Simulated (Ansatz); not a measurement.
The cluster GaF3. Charge 0, multiplicity 3. Geometry PBE-D4/def2-TZVP; atoms count from 1.

```xyz
4

Ga   -0.280    0.707   -0.125
F    -0.162   -0.527    1.390
F    -1.029   -0.100   -1.523
F     1.471   -0.080    0.258
```

At PBE0-D4/def2-TZVP a singlet of charge 0 lies 4.58 eV below the triplet, each at its own geometry. The structure comes from a short search, and lower isomers may exist.

Estimate the Mulliken populations from the PBE0/def2-TZVP orbitals of Ansatz.


| atom | charge (e) | spin (α − β) |
| --- | --- | --- |
| Ga1 | 0.73 | 0.83 |
| F2 | -0.18 | 0.54 |
| F3 | -0.36 | 0.09 |
| F4 | -0.18 | 0.54 |
Mulliken values and Mayer orders depend strongly on the basis.

Where does the spin sit?

Summed by element: Ga 0.83, F 1.17, of 2 unpaired in all. Largest on single atoms: Ga1 0.83, F4 0.54, F2 0.54.

And the Mayer bond orders between bonded heavy atoms (over 0.3)?

Ga1–F2 0.50 (1.96 Å); Ga1–F3 0.99 (1.78 Å); Ga1–F4 0.50 (1.96 Å). Values over 0.3 also appear between atoms too far apart for a bond (F2–F4 0.43 at 2.04 Å); they arise where an orbital or an unpaired electron spreads over both atoms.
